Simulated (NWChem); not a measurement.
CH₃F₃Ge; SMILES [F][Ge]([F])([F])[CH3]

Problem. Give the equilibrium geometry at PBE-D3(BJ)/def2-SVP (NWChem) as a list of bonds and angles, with the point group.

Solution. point group C3; any orientation.
Bonds (Å): C1–Ge2 1.929, C1–H6 1.106, C1–H7 1.106, C1–H8 1.106, Ge2–F3 1.739, Ge2–F4 1.739, Ge2–F5 1.739. Angles (°): Ge2–C1–H6 109.0, Ge2–C1–H7 109.0, Ge2–C1–H8 109.0, H6–C1–H7 109.9, H6–C1–H8 109.9, H7–C1–H8 109.9, C1–Ge2–F3 113.1, C1–Ge2–F4 113.1, C1–Ge2–F5 113.1, F3–Ge2–F4 105.6, F3–Ge2–F5 105.6, F4–Ge2–F5 105.6.
